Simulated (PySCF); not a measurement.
Harmonic spectrum computed at PBE0 in the def2-TZVP basis family (core potentials from Rb on, PySCF, no spin–orbit coupling):

```
ω (cm⁻¹)  IR (km/mol)
     406          195
    1207          880
    1255          223
```

Task: Which molecule gave it? In each, all ligands are bound to the one heavy central atom.
A. PbH₂ (singlet)
B. RuH₂ (triplet)
C. ZnH₂ (singlet)
D. EuH₂ (octet)

Result: D. It has C2v symmetry with Eu–H 2.128 Å (×2).
